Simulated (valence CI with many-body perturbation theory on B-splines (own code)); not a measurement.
## Cd7+: what each term of the Hamiltonian does

Calculated by relativistic CI+MBPT: five valence electrons over a frozen Dirac-Fock core [Kr], radial functions for each j: 7 s, 7 p, 8 d, 6 f, 4 g, 1 h, with the one-electron correlation potential Σ1, the two-electron term Σ2, the three-electron term Σ3, Breit, model QED; selected CI, second order for the rest, scaled by the run's own slope (own B-spline code, finite nucleus).

No measured levels were compared; by estimate terms of the open shell hold to 2 to 4 % of their energy, and close levels can change places; different configurations can be misplaced against each other by 1,000 to 8,000 cm⁻¹. Core correlation moves these levels by up to 22000 cm⁻¹, and in measured spectra 5 to 20 % of such shifts remained as error; rates that hang on mixing are uncertain with them. Among the levels kept, up to 1500 cm⁻¹ of a level comes from second order outside the variational space, and about a tenth of that is noise between levels of different J, which matters for small intervals. Only levels of the ground parity were solved; by the run's estimate the other parity begins above the list, which can be wrong where configurations are misplaced.

Each rung adds one term. CI alone is the Dirac-Coulomb CI over the frozen core; QED comes last and gives the full result, which names the levels. Energies are above 4d5 6S_5/2 on the same rung, in cm⁻¹.

Names give the largest LS component (configuration and term), which can be under half, so a name can repeat, a term be missing and a line seem to break the LS rules; names also repeat where a configuration has a term twice. Letters in brackets count levels of one name in rising energy.

```tsv
Level	CI alone	Σ1	Σ2	Σ3	Breit	QED	Full
4d5 4G_5/2	33808	+39	-2185	-1060	+135	-9.5	30727
4d5 4G_7/2	35434	+215	-2603	-966	+12	-0.7	32092
4d5 4G_11/2	35917	+249	-2673	-935	-82	+1.5	32477
4d5 4G_9/2	36152	+270	-2636	-928	-69	+3.9	32794
4d5 4P_5/2	36071	+158	-852	-1299	+129	-9.1	34198
4d5 4P_3/2	36828	+118	-397	-1301	+128	-8.4	35366
4d5 4P_1/2	38404	+189	+75	-1308	+54	-1.5	37412
4d5 4D_7/2	42110	+271	-1931	-1211	-23	+2.5	39218
4d5 4D_1/2	44137	+375	-974	-1290	-99	+13	42162
4d5 4D_5/2	44508	+336	-764	-1334	-92	+11	42664
4d5 4D_3/2	45032	+402	-490	-1315	-145	+17	43500
4d5 2I_11/2	51653	+337	-4537	-1386	-35	-0.2	46032
4d5 2I_13/2	53723	+454	-4748	-1321	-185	+8.1	47932
4d5 2D_5/2 [a]	52597	+340	-326	-1610	-13	+5.3	50994
4d5 2D_3/2 [a]	53831	+282	-670	-1717	+37	+0.3	51763
4d5 4F_7/2	55445	+258	-1815	-1939	+76	-6.0	52020
4d5 4F_9/2	55903	+295	-2299	-1627	+27	-3.4	52295
4d5 4F_5/2	57724	+410	-1252	-1798	-71	+10	55023
4d5 2H_9/2	61153	+417	-2154	-1723	-94	+8.1	57608
4d5 2F_7/2 [a]	59909	+538	-876	-1556	-171	+17	57861
4d5 2D_3/2 [b]	60788	+549	-802	-1799	-188	+21	58569
4d5 2G_7/2 [a]	64583	+516	-2687	-2065	-182	+17	60182
4d5 2F_5/2 [a]	64601	+598	-1658	-1450	-103	+13	62001
4d5 2H_11/2	66044	+650	-2209	-1771	-300	+24	62437
4d5 2G_9/2 [a]	67937	+653	-2549	-1745	-289	+26	64034
4d5 2F_7/2 [b]	68517	+554	-2665	-1645	-183	+18	64596
4d5 2F_5/2 [b]	69111	+658	-1002	-2437	-380	+38	65989
4d5 2S_1/2	72968	+488	-2461	-2115	-55	+9.8	68834
4d5 2D_3/2 [c]	80762	+519	-1447	-2469	-47	+10	77328
4d5 2D_5/2 [b]	82425	+643	-1358	-2392	-183	+21	79156
4d5 2G_9/2 [b]	90294	+620	-3448	-2494	-132	+13	84854
```

The middle columns are the shifts that each term adds.

How does the ionisation energy move along the ladder, and which term matters most?

CI alone 127.24, + Σ1 128.88, + Σ2 130.49, + Σ3 130.49, + Breit 130.53, + QED 130.53 eV. The largest step is Σ1, 1.63 eV, with Σ2 about as large (1.61). NIST lists 130.1 ± 2.1 eV (theoretical).
